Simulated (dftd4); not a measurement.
F$_{4}$MoO, singlet, geometry from GFN2-xTB (such geometries of metal compounds can be far from the true shape); dftd4 with D4 for pbe0.

dftd4 was given this input:
```
$ dftd4 mol.xyz --func pbe0 --charge 0 --json dftd4.json --noedisp --grad

# file mol.xyz
6

Mo     0.06147091    -0.03387881     0.05793728
O      1.14984763    -0.63372208     1.08374922
F     -1.12609422     0.62063073    -1.06136126
F      0.00314904     1.59071839     0.78506936
F      1.03705102    -0.28749738    -1.41017703
F     -1.22305687    -1.20244210     0.45276230
```

The log (banner, timings and long lists left out):

```
                    ____  _____ _____     ____  _  _
      -------------|  _ \|  ___|_   _|---|  _ \| || |------------
     |             | | | | |_    | | ___ | | | | || |_           |
     |             | |_| |  _|   | ||___|| |_| |__   _|          |
     |             |____/|_|     |_|     |____/   |_|            |
     |             ===================================           |
     |            E. Caldeweyher, S. Ehlert & S. Grimme          |
     |          Mulliken Center for Theoretical Chemistry        |
     |                    University of Bonn                     |
      -----------------------------------------------------------

Rational (Becke-Johnson) damping: pbe0-D4-ATM
---------------------
  s6         1.0000
  s8         1.2007
  s9         1.0000
  a1         0.4009
  a2         5.0293
 alp        16.0000
--------------------

Dispersion energy:      -4.2104511667717E-03 Eh

Gradient norm:           3.8054251795137E-04 Eh/a0
--------------------------------------------------
     #    Z           dE/dx      dE/dy      dE/dz
--------------------------------------------------
     1   42 Mo   -7.209E-05  3.973E-05 -6.795E-05
     2    8 O     1.743E-04 -9.609E-05  1.643E-04
     3    9 F    -8.704E-05  4.797E-05 -8.203E-05
     4    9 F    -4.011E-07  1.163E-04  5.662E-05
     5    9 F     7.495E-05 -2.061E-05 -1.034E-04
     6    9 F    -8.977E-05 -8.729E-05  3.240E-05
--------------------------------------------------

Virial:
--------------------------------------------------
      component           x          y          z
--------------------------------------------------
          x       9.100E-04 -1.442E-04  2.466E-04
          y      -1.442E-04  7.279E-04 -1.359E-04
          z       2.466E-04 -1.359E-04  8.808E-04
--------------------------------------------------

[Info] Dispersion results written to 'dftd4.txt'
[Info] JSON dump of results written to 'dftd4.json'
```
